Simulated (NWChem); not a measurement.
System: AlGeH$_{5}$; SMILES [AlH2][GeH3]

NWChem printed, in part:

```
             Northwest Computational Chemistry Package (NWChem) 7.3.0
             --------------------------------------------------------

 C1  symmetry detected

                             Geometry "geometry" -> ""
                             -------------------------

 Output coordinates in angstroms (scale by  1.889725989 to convert to a.u.)

  No.       Tag          Charge          X              Y              Z
 ---- ---------------- ---------- -------------- -------------- --------------
    1 Al                  13.0000    -0.00188668    -1.74685676    -0.00059171
    2 Ge                  32.0000    -0.00180295     0.74356534    -0.00037413
    3 H                    1.0000    -1.41195418     1.38133779    -0.10149726
    4 H                    1.0000     0.64404401     1.31620500     1.29201184
    5 H                    1.0000     0.83082799     1.32768044    -1.17461323
    6 H                    1.0000     1.38063378    -2.53588970     0.00202251
    7 H                    1.0000    -1.36133028    -2.57428653     0.00174061

 Effective nuclear repulsion energy (a.u.)     146.8596825704

  pbe96 is a nonlocal functional; adding pw91lda local functional.

                                 NWChem DFT Module
                                 -----------------

 Summary of "ao basis" -> "ao basis" (spherical)
 ------------------------------------------------------------------------------
       Tag                 Description            Shells   Functions and Types
 ---------------- ------------------------------  ------  ---------------------
 Al                          6-31g*                  8       18   4s3p1d
 Ge                          6-31g*                 12       32   5s4p3d
 H                           6-31g*                  2        2   2s

            General Information
            -------------------
          SCF calculation type: DFT
          Wavefunction type:  closed shell.
          No. of atoms     :     7
          No. of electrons :    50
           Alpha electrons :    25
            Beta electrons :    25
          Charge           :     0
          Spin multiplicity:     1
          Use of symmetry is: off; symmetry adaption is: off
          Maximum number of iterations: 150
          AO basis - number of functions:    60
                     number of shells:    30
          Convergence on energy requested:  1.00D-06
          Convergence on density requested:  1.00D-05
          Convergence on gradient requested:  5.00D-04

              XC Information
              --------------
                     Hartree-Fock (Exact) Exchange  1.000
                     LC-wPBE(h)Exchange Functional  1.000
            Perdew 1991 LDA Correlation Functional  1.000 local
           PerdewBurkeErnz. Correlation Functional  1.000 non-local

           Range-Separation Parameters
           ---------------------------
           Alpha           :  0.00
           Beta            :  1.00
           Gamma           :  0.80
           Short-Range HF  :     F

             Grid Information
             ----------------
          Grid used for XC integration:  medium
          Radial quadrature: Mura-Knowles
          Angular quadrature: Lebedev.
          Tag              B.-S. Rad. Rad. Pts. Rad. Cut. Ang. Pts.
          ---              ---------- --------- --------- ---------
          Al                  1.25       88          11.0       590
          Ge                  1.25      112          11.0       590
          H                   0.35       45          11.0       434
          Grid pruning is: on
          Number of quadrature shells:   425
          Spatial weights used:  Erf1

      Superposition of Atomic Density Guess
      -------------------------------------

 Sum of atomic energies:       -2319.37124987

      Non-variational initial energy
      ------------------------------

 Total energy =   -2319.756943
 1-e energy   =   -3525.588172
 2-e energy   =    1058.971546
 HOMO         =      -0.278777
 LUMO         =      -0.031049

   convergence    iter        energy       DeltaE   RMS-Dens  Diis-err
 ---------------- ----- ----------------- --------- --------- ---------
 d= 0,ls=0.0,diis     1  -2321.8786228545 -2.47D+03  7.33D-03  1.82D-01
 d= 0,ls=0.0,diis     2  -2321.9121685910 -3.35D-02  1.85D-03  9.89D-03
 d= 0,ls=0.0,diis     3  -2321.9141172525 -1.95D-03  4.09D-04  2.00D-03
 d= 0,ls=0.0,diis     4  -2321.9142665609 -1.49D-04  2.13D-04  1.63D-04
 d= 0,ls=0.0,diis     5  -2321.9142892332 -2.27D-05  5.88D-05  6.78D-06
  Resetting Diis
 d= 0,ls=0.0,diis     6  -2321.9142906307 -1.40D-06  1.43D-05  1.08D-07
 d= 0,ls=0.0,diis     7  -2321.9142906851 -5.43D-08  2.25D-06  3.47D-09

         Total DFT energy =    -2321.914290685078
      One electron energy =    -3527.218888716802
           Coulomb energy =     1157.767887094061
    Exchange-Corr. energy =      -99.322971632748
 Nuclear repulsion energy =      146.859682570411

 Numeric. integr. density =       49.999974446884

                       DFT Final Molecular Orbital Analysis
                       ------------------------------------

 Vector   23  Occ=2.000000D+00  E=-4.816035D-01
              MO Center=  4.7D-01,  1.1D+00,  1.1D-01, r^2= 2.3D+00
   Bfn.  Coefficient  Atom+Function         Bfn.  Coefficient  Atom+Function
  ----- ------------  ---------------      ----- ------------  ---------------
    31      0.471957  2 Ge pz                54      0.254443  4 H  s
    53      0.231800  4 H  s                 56     -0.232584  5 H  s
    55     -0.212496  5 H  s                 27     -0.197760  2 Ge pz
    35      0.070576  2 Ge pz                49     -0.066627  2 Ge d  1
    23      0.059937  2 Ge pz                39      0.056670  2 Ge d  1

 Vector   24  Occ=2.000000D+00  E=-4.541768D-01
              MO Center= -4.3D-02, -1.9D+00, -1.2D-02, r^2= 3.9D+00
   Bfn.  Coefficient  Atom+Function         Bfn.  Coefficient  Atom+Function
  ----- ------------  ---------------      ----- ------------  ---------------
     7      0.351619  1 Al px                58      0.275123  6 H  s
    60     -0.271213  7 H  s                 57      0.216082  6 H  s
    59     -0.214497  7 H  s                 29     -0.164968  2 Ge px
     3     -0.149536  1 Al px                52      0.102831  3 H  s
    51      0.097130  3 H  s                 14     -0.086922  1 Al d -2

 Vector   25  Occ=2.000000D+00  E=-3.969886D-01
              MO Center=  6.2D-04, -3.8D-01,  2.0D-04, r^2= 3.5D+00
   Bfn.  Coefficient  Atom+Function         Bfn.  Coefficient  Atom+Function
  ----- ------------  ---------------      ----- ------------  ---------------
    30      0.487805  2 Ge py                 8     -0.350073  1 Al py
    26     -0.197285  2 Ge py                28      0.147868  2 Ge s
     4      0.145062  1 Al py                58      0.144192  6 H  s
    60      0.144873  7 H  s                  6     -0.122467  1 Al s
    34      0.119559  2 Ge py                54      0.110210  4 H  s

 Vector   26  Occ=0.000000D+00  E= 3.279185D-03
              MO Center=  6.6D-04, -1.6D+00, -3.7D-03, r^2= 4.7D+00
   Bfn.  Coefficient  Atom+Function         Bfn.  Coefficient  Atom+Function
  ----- ------------  ---------------      ----- ------------  ---------------
    13      0.683311  1 Al pz                 9      0.384083  1 Al pz
    54     -0.172473  4 H  s                  5     -0.159066  1 Al pz
    56      0.158388  5 H  s                 53     -0.055154  4 H  s
    47     -0.051543  2 Ge d -1              31      0.051210  2 Ge pz
    55      0.050296  5 H  s                 37      0.040617  2 Ge d -1

 Vector   27  Occ=0.000000D+00  E= 9.789086D-02
              MO Center= -2.7D-02, -8.6D-01, -3.2D-04, r^2= 8.6D+00
   Bfn.  Coefficient  Atom+Function         Bfn.  Coefficient  Atom+Function
  ----- ------------  ---------------      ----- ------------  ---------------
    10      1.977725  1 Al s                 32     -1.649882  2 Ge s
    12      1.640632  1 Al py                34      1.317489  2 Ge py
    28      0.488397  2 Ge s                 24     -0.176762  2 Ge s
    60     -0.159637  7 H  s                 30      0.157961  2 Ge py
    58     -0.143932  6 H  s                  2     -0.140089  1 Al s

 Vector   28  Occ=0.000000D+00  E= 1.107811D-01
              MO Center=  5.2D-02, -3.4D-01,  2.4D-02, r^2= 5.8D+00
   Bfn.  Coefficient  Atom+Function         Bfn.  Coefficient  Atom+Function
  ----- ------------  ---------------      ----- ------------  ---------------
    33      0.683597  2 Ge px                52      0.683353  3 H  s
    11      0.651828  1 Al px                60      0.541294  7 H  s
    58     -0.438041  6 H  s                 56     -0.370319  5 H  s
    54     -0.283887  4 H  s                 29      0.210994  2 Ge px
     7      0.165101  1 Al px                51      0.108236  3 H  s

     Multipole analysis of the density
     ---------------------------------

     L   x y z        total         alpha         beta         nuclear
     -   - - -        -----         -----         ----         -------
     0   0 0 0     -0.000000    -25.000000    -25.000000     50.000000

     1   1 0 0     -0.017909     -0.008955     -0.008955      0.000000
     1   0 1 0     -0.240070     -0.120035     -0.120035     -0.000000
     1   0 0 1     -0.004930     -0.002465     -0.002465     -0.000000

     2   2 0 0    -27.419992    -25.955537    -25.955537     24.491082
     2   1 1 0     -0.009967     -0.011495     -0.011495      0.013023
     2   1 0 1     -0.001275     -0.000601     -0.000601     -0.000074
     2   0 2 0    -28.150011   -149.459383   -149.459383    270.768756
     2   0 1 1      0.009078      0.012101      0.012101     -0.015124
     2   0 0 2    -22.621950    -16.773505    -16.773505     10.925059

                                 NWChem DFT Module
                                 -----------------

[...]
```

Level: LC-wPBE (HJS exchange hole, range parameter 0.8 per bohr)/6-31G* (spherical d), vertical spin-unrestricted ions. The geometry was optimised at B3LYP/6-31G* (spherical d).

Problem. Reconstruct the input file.

Solution. This is not unique; one that fits is the input that was run:
```
start job
memory heap 200 mb stack 900 mb global 1100 mb
geometry units angstroms noautoz
  Al    -0.033350    -1.710496    -0.000630
  Ge    -0.080524     0.779466    -0.008763
  H     -1.502907     1.390033    -0.106439
  H      0.559370     1.368676     1.279128
  H      0.736292     1.375237    -1.188242
  H      1.363894    -2.473157    -0.000845
  H     -1.376828    -2.563543     0.009860
end
basis spherical
  Al library 6-31g*
  Ge library 6-31g*
  H library 6-31g*
end
dft
  xc xwpbe 1.00 cpbe96 1.0 hfexch 1.00
  cam 0.8 cam_alpha 0.0 cam_beta 1.0
  iterations 150
  vectors input atomic output neutral.movecs
end
task dft energy
charge 1
dft
  odft
  mult 2
  vectors input atomic output cation.movecs
end
task dft energy
```
